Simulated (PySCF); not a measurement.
Multinuclear NMR of C$_{7}$H$_{4}$F$_{4}$

Geometry (Å), atoms numbered from 1 in this order:
```xyz
15

F    -1.8712    2.4697   -0.1959
C    -1.2891    1.2628   -0.1169
C    -2.0855    0.1310   -0.0808
C    -1.4784   -1.1102   -0.0019
C    -0.0985   -1.2153    0.0434
C     0.6772   -0.0642    0.0053
C     2.1750   -0.1713    0.0925
F     2.6036   -0.1474    1.3698
F     2.8055    0.8323   -0.5327
F     2.6450   -1.3099   -0.4371
C     0.0915    1.1912   -0.0732
H    -3.1587    0.2329   -0.1153
H    -2.0844   -2.0020    0.0251
H     0.3771   -2.1817    0.1020
H     0.6864    2.0900   -0.1061
```

[PySCF 2.14.0 with density-fitted response routines: GFN2-xTB structure; σ from GIAO-PBE0/pcSseg-1; relativity neglected; a single conformation; fast rotation and ring inversion assumed for equivalent nuclei; in vacuum]

Predict the $^{19}$F NMR data.

## Answers


```
    atoms              environment  σ (ppm)  δ (ppm)
F8/F9/F10  fluorine of a CF3 group    248.8    -63.9
       F1            aryl fluorine    284.0   -110.2
```

Shieldings were converted by a linear fit to measured shifts: $^{19}$F (scatter 6.0 ppm rms, 7.0 ppm with the 5 outliers that the fit left out vs CFCl3, solution or neat liquid, with a term for F on sp3 carbon). Occasional misses reach two or three times the rms, and more in compound classes unlike the fitted ones.

On a 400 MHz spectrometer $^{19}$F resonates near 376.4 MHz, so 1 ppm is 376.4 Hz.
